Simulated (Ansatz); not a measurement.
`[CH3][Al]([OH])[SiH3]` and `[CH3][Al]([OH])[F]` differ in one atom or group.

Ansatz, PBE0-D4/def2-TZVP geometries, multiplicity 1. Each molecule was computed in one conformer, which needn't be the lowest.

| property | `[CH3][Al]([OH])[SiH3]` |
| --- | --- |
| HOMO–LUMO gap (PBE0/def2-TZVPP) / eV | 6.24 |
| HOMO–LUMO gap (PBE/def2-TZVPP) / eV | 4.36 |
| LUMO energy (B3LYP/def2-TZVPP) / eV | -1.24 |
| HOMO energy (PBE0/def2-TZVPP) / eV | -7.30 |
| HOMO–LUMO gap (B3LYP/def2-TZVPP) / eV | 5.87 |
| HOMO energy (PBE/def2-TZVPP) / eV | -6.18 |

(1) Give the same properties after the change, and the shifts. (An estimate is asked.)

Answers

(1) The calculation gave: 
| property | `[CH3][Al]([OH])[F]` | shift |
| --- | --- | --- |
| HOMO–LUMO gap (PBE0/def2-TZVPP) / eV | 8.68 | 2.44 |
| HOMO–LUMO gap (PBE/def2-TZVPP) / eV | 6.45 | 2.09 |
| LUMO energy (B3LYP/def2-TZVPP) / eV | -0.59 | 0.65 |
| HOMO energy (PBE0/def2-TZVPP) / eV | -8.93 | -1.63 |
| HOMO–LUMO gap (B3LYP/def2-TZVPP) / eV | 8.10 | 2.23 |
| HOMO energy (PBE/def2-TZVPP) / eV | -7.54 | -1.36 |

With PBE0 the HOMO falls by 1.63 eV and the LUMO rises by 0.81 eV, so the gap widens by about 2.44 eV. PBE moves the HOMO by -1.36 eV and ωB97M-V by -1.91 eV.

B3LYP here is the variant with VWN-RPA as its local correlation; programs differ in this.
